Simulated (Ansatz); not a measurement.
A CCSD(T) single point on ClFH$_{3}$HfNO, SMILES `[NH2][Hf]([OH])([F])[Cl]`.

```yaml
crystal:
  periodic: [false, false, false]
  atoms:
    - {symbol: N, position_ang: [1.389114, 0.587056, 0.106761]}
    - {symbol: Hf, position_ang: [-0.406091, -0.157910, -0.431980]}
    - {symbol: O, position_ang: [-1.203747, -0.818067, 1.167681]}
    - {symbol: F, position_ang: [-0.118273, -1.501794, -1.759311]}
    - {symbol: Cl, position_ang: [-1.730386, 1.543098, -1.417431]}
    - {symbol: H, position_ang: [2.133859, 0.842004, -0.527264]}
    - {symbol: H, position_ang: [1.691139, 0.762635, 1.054399]}
    - {symbol: H, position_ang: [-1.755615, -1.257023, 1.807143]}
basis:
  gaussian: {orbitals: def2-TZVPP}
correlation: {method: ccsd_t}
output: {orbitals: {seedname: orbitals}}
```

```sh
$ ansatz run in.yaml --threads 4 --pin off --events-out ev --progress --plain --max-ram 10444MiB
```

Log, shortened:

```
Functional definition: HF
  name "HF"
  cite "Fock, Z. Phys. 61, 126 (1930) doi:10.1007/BF01340294"
  parent pbe
  exchange = exact_x
  correlation = 0
1450 factors; integrals over basis functions are off by at most 1.0e-3 eV
mean field evaluation 1: about -20072.1319 eV, gradient 6.3e1 eV
mean field evaluation 2: about -20072.2500 eV, gradient 6.3e1 eV
mean field evaluation 4: about -20079.1208 eV, gradient 3.1e0 eV
mean field evaluation 8: about -20079.1828 eV, gradient 3.4e-1 eV
mean field evaluation 16: about -20079.1832 eV, gradient 1.3e-6 eV
mean field -20079.18316147 eV, -737.8963710249 hartree, gradient 1.3e-6 eV, S^2 0.000000; 0 other end points of the search recorded, 0 dependent functions left out
8 core orbitals not correlated: weight in the atoms' cores, before any rotation towards them, 1.000 or more for the frozen orbitals, at most 0.000 for the correlated occupied ones
reference -20079.18316147 eV, -737.8963710249 hartree; 20, 20 occupied and 205, 205 virtual orbitals, 1450 factors
second order -33.10935136 eV of doubles, -0.00000000 eV of singles
cycle   1  -32.64273373 eV  change    4.7e-1 eV  update   1.5e-1
cycle   2  -33.34302569 eV  change   -7.0e-1 eV  update   5.4e-2
cycle   3  -33.55232391 eV  change   -2.1e-1 eV  update   2.5e-2
cycle   4  -33.53768028 eV  change    1.5e-2 eV  update   7.2e-3
cycle   5  -33.52806211 eV  change    9.6e-3 eV  update   2.7e-3
cycle   6  -33.52929469 eV  change   -1.2e-3 eV  update   1.0e-3
cycle   7  -33.52947112 eV  change   -1.8e-4 eV  update   3.2e-4
cycle   8  -33.52924402 eV  change    2.3e-4 eV  update   1.4e-4
cycle   9  -33.52929386 eV  change   -5.0e-5 eV  update   4.5e-5
cycle  10  -33.52933642 eV  change   -4.3e-5 eV  update   1.7e-5
perturbative correction -1.29816388 eV, -0.0477066428 hartree
Total energy: -20114.01066178 eV, -739.1762580542 hartree
```

Run time 3 min (4 threads of an Arm Neoverse V2 on a shared host); peak host memory 4.8 GiB.

MP2 recovers 95.1 % of the CCSD(T) correlation energy and the triples give 3.7 %; T1 = 0.0148.
